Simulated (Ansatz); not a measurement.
`C=[N][Al]([CH3])[SeH]` + H₂O → `[CH3][Al]([OH])[SeH]` + `C=N`  (formal hydrolysis of the Al–N bond)

Computed with Ansatz on PBE0-D4/def2-TZVP structures; ΔE is electronic, products minus reactants. CCSD(T)/CBS is the MP2 limit (def2-TZVPP, def2-QZVPP) plus CCSD(T) − MP2 in def2-TZVPP, frozen cores. This one scheme is used for every species. DFT in def2-TZVPP. For Se outer-core shells are correlated without core-valence functions, which leaves a few kJ/mol of doubt a bond. Scalar relativity is left out up to krypton. One conformer a species, not always the lowest.

```tsv
species	ωB97X-V energy (Eh)
`C=[N][Al]([CH3])[SeH]`	-2778.37237
H₂O	-76.43446
`[CH3][Al]([OH])[SeH]`	-2760.19735
`C=N`	-94.63501
```

Work out ΔE.

ΔE = (-2760.19735) + (-94.63501) − (-2778.37237) − (-76.43446) = -0.02553 Eh = -0.69 eV. CCSD(T)/CBS gives -0.67 eV.

Largest T1 diagnostic among the species: 0.012.

The D4 term adds +0.05 eV with B3LYP and +0.03 eV with PBE0; it sums over pairs of atoms, weighted by their polarisabilities, and B3LYP, whose exchange is more repulsive, gets the larger term.

B3LYP here is the variant with VWN-RPA as its local correlation; programs differ in this.
